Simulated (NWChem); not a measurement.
Species: LiOH; SMILES [Li][OH]

```xyz
3

Li    -0.7681    -0.7187    -0.6607
O      0.1917     0.1794     0.1649
H      0.7808     0.7305     0.6716
```
Atoms are numbered in this order, from 1.

Level: PBE0/def2-SVP (NWChem), optimised geometry, unscaled harmonic frequencies. 

Task: List the harmonic frequencies with IR intensities, and the thermochemistry.

Result: 
| frequency (cm⁻¹) | IR intensity (km/mol) |
|---|---|
| 441 | 152.2 |
| 1043 | 126.6 |
| 4058 | 41.9 |

- zero-point energy: 7.9 kcal/mol
- thermal correction to the enthalpy at 298.15 K (with zero-point energy): 10.5 kcal/mol
- heat capacity Cv: 7.7 cal/(mol K)
- entropy at 298.15 K and 1 atm (symmetry number 1): 34.0 cal/(mol K)
- dipole moment: 3.60 D

Rigid rotor and harmonic oscillator.
